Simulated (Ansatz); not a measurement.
Computed with Ansatz on PBE0-D4/def2-TZVP structures; ΔE is electronic, products minus reactants. CCSD(T)/CBS is the MP2 limit (def2-TZVPP, def2-QZVPP) plus CCSD(T) − MP2 in def2-TZVPP, frozen cores. Functionals use def2-TZVPP. For Ge outer-core shells are correlated without core-valence functions, which leaves a few kJ/mol of doubt a bond. Scalar relativity is left out up to krypton. Each species was taken in one conformer, which may not be the lowest.

Reaction (ligand exchange at the Si–O bond): `[BH2][GeH2][O][SiH2]F` + `O[SiH](F)F` → `F[SiH2]O[SiH](F)F` + `[BH2][GeH2][OH]`

```
                species  r2SCAN energy (Eh)
`[BH2][GeH2][O][SiH2]F`         -2570.07572
           `O[SiH](F)F`          -565.79393
    `F[SiH2]O[SiH](F)F`          -955.83553
      `[BH2][GeH2][OH]`         -2180.03362
```

(1) Work out ΔE.

Largest T1 diagnostic among the species: 0.012.

Results:

(1) ΔE = (-955.83553) + (-2180.03362) − (-2570.07572) − (-565.79393) = 0.00050 Eh = +1.3 kJ/mol. CCSD(T)/CBS gives +1.2 kJ/mol.
